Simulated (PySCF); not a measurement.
The dipole of `C=CCN[SiH2]O[SiH3]` from its density and from atomic charges.

Coordinates (GFN2-xTB, Å) and charges (e) from the PBE0/pcSseg-1 density (PySCF):

| atom | x | y | z | Mulliken | IAO | Hirshfeld | ESP-fitted |
| --- | --- | --- | --- | --- | --- | --- | --- |
| C1 | -3.483 | 0.665 | -0.152 | -0.1555 | -0.3237 | -0.1062 | -0.5056 |
| C2 | -2.440 | -0.093 | -0.434 | -0.2553 | -0.1464 | -0.0458 | -0.0912 |
| C3 | -1.398 | -0.513 | 0.559 | +0.0225 | -0.1446 | -0.0217 | +0.0065 |
| N4 | -0.075 | -0.059 | 0.190 | -0.6633 | -0.6908 | -0.2456 | -0.7500 |
| Si5 | 0.935 | -0.903 | -0.911 | +0.9517 | +1.1282 | +0.4244 | +0.7679 |
| O6 | 2.291 | -0.028 | -1.054 | -0.7233 | -0.8868 | -0.3024 | -0.4970 |
| Si7 | 3.631 | 0.700 | -0.526 | +0.7314 | +0.8908 | +0.3937 | +0.6224 |
| H8 | -4.196 | 0.961 | -0.902 | +0.1185 | +0.1531 | +0.0465 | +0.1958 |
| H9 | -3.675 | 1.011 | 0.851 | +0.1094 | +0.1432 | +0.0433 | +0.2068 |
| H10 | -2.253 | -0.428 | -1.446 | +0.1116 | +0.1423 | +0.0418 | +0.1434 |
| H11 | -1.364 | -1.605 | 0.609 | +0.1277 | +0.1432 | +0.0458 | +0.1028 |
| H12 | -1.650 | -0.127 | 1.553 | +0.1168 | +0.1383 | +0.0433 | +0.0975 |
| H13 | -0.018 | 0.950 | 0.188 | +0.1914 | +0.2576 | +0.1120 | +0.3928 |
| H14 | 0.492 | -1.023 | -2.304 | -0.1533 | -0.1830 | -0.0945 | -0.1636 |
| H15 | 1.224 | -2.199 | -0.298 | -0.1501 | -0.1734 | -0.0894 | -0.1354 |
| H16 | 4.652 | -0.330 | -0.341 | -0.1242 | -0.1500 | -0.0811 | -0.1240 |
| H17 | 3.967 | 1.639 | -1.594 | -0.1266 | -0.1445 | -0.0816 | -0.1277 |
| H18 | 3.351 | 1.389 | 0.734 | -0.1293 | -0.1534 | -0.0825 | -0.1416 |

Task: Compute μ = Σ q r for each scheme (1 e·Å = 4.803 D) and compare with the dipole of the full density.

Result: The full density gives (-0.70, 0.56, 0.54) D, 1.04 D in size; dipole vectors point from the negative to the positive end.

```
    scheme     μx     μy    μz  size (D)  share of the full size (%)  angle to the full dipole (°)
  Mulliken  -1.07  -0.48  0.96      1.51                         145                            51
       IAO  -0.04  -0.29  0.53      0.61                          58                            76
 Hirshfeld  -0.26   0.14  0.45      0.54                          52                            27
ESP-fitted  -0.71   0.48  0.55      1.02                          98                             4
```

Task: Which set comes closest?

Result: Length of the difference vector: ESP-fitted 0.08 D, Hirshfeld 0.61 D, IAO 1.07 D, Mulliken 1.18 D. Closest: ESP-fitted. ESP charges are fitted to the potential around the molecule, whose slowest-falling term is the dipole's. The schemes that divide the density aren't constrained to reproduce the dipole.

Task: What is left for the Hirshfeld atoms' own dipoles?

Result: The Hirshfeld atoms' densities add up to the full density, so μ = Σ q r + Σ (atomic dipoles). The atomic dipoles sum to (-0.70, 0.56, 0.54) − (-0.26, 0.14, 0.45) = (-0.44, 0.42, 0.09) D, 0.61 D in size.

Task: With the origin at the mean of the coordinates, (0.000, 0.000, -0.293) Å, which are the largest single terms, by size, of the Hirshfeld dipole along the direction of the full one?

Result: Si7 -4.12, Si5 -2.91, O6 +2.82, C1 -1.41, H16 +1.29 D; all 18 atoms together +0.48 D. The single terms depend on the origin, their sum doesn't.

Task: Give the size of the full dipole in other units.

Result: 1.04 D = 0.410 au = 0.217 e·Å = 3.48 × 10⁻³⁰ C·m.

The structure is a single GFN2-xTB conformer in the gas phase; no vibrational or solvent corrections.

The values belong to the conformer `[CH2:1]=[CH:2][CH2:3][NH:4][SiH2:5][O:6][SiH3:7]`: C1–C2–C3–N4 -120°, C2–C3–N4–Si5 -84°, C3–N4–Si5–O6 179°, N4–Si5–O6–Si7 60°.
